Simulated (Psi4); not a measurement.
thiooxirane (C$_{2}$H$_{4}$S), singlet, geometry from GFN2-xTB. Base run: Psi4 with PBE/3-21G.

Input for Psi4:
```
memory 2 GB

molecule mol {
0 1
  C     0.011731   -0.727088   -0.798507
  S     0.002623   -0.013849    0.853379
  C    -0.016566    0.752614   -0.774407
  H    -0.888815   -1.259810   -1.072144
  H     0.930506   -1.224936   -1.077171
  H     0.882335    1.294024   -1.036144
  H    -0.936987    1.259150   -1.031117
}

set basis 3-21g
set reference rks

energy('pbe')
print_variables()
```

Each row names what was changed in the base input (with any setting that the change needs).

```tsv
change	ΔE vs base (mEh)	point group used	SCF cycles
base	0.000	c1	8
molecule keys = symmetry c1	0.000	c1	8
jitter_ang = 0.002	-0.196	c1	8
molecule keys = symmetry c1, no_reorient, no_com	0.000	c1	8
molecule keys = no_reorient	0.000	c1	8
```
